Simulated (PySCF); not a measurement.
Computed shifts of a molecule C₄H₄F₂, B3LYP/pcSseg-1 in PySCF, GIAO, gas phase, atoms alike by connectivity averaged where their shifts nearly agree, in ppm (number of nuclei): ¹³C: 229.5 (1), 125.7 (1), 97.4 (1), 85.4 (1). ¹⁹F: -123.7 (2). ¹H: 6.41 (1), 5.93 (1), 5.53 (2). References: ¹³C against TMS (σ = 181.3 ppm); ¹⁹F against CFCl3 (σ = 161.7 ppm); ¹H against TMS (σ = 31.68 ppm), references at their B3LYP-D3(BJ)/def2-TZVP geometries, non-relativistic. Geometry optimised at r2SCAN-D4/def2-SVP. One conformer was computed; it need not be the lowest.

**Question.** Which structure fits?
A. F/C=C\C=C/F
B. C=C=CC(F)F
C. F[C@@H]1C=C[C@H]1F
D. C=CC=C(F)F

**Answer.** B, C=C=CC(F)F
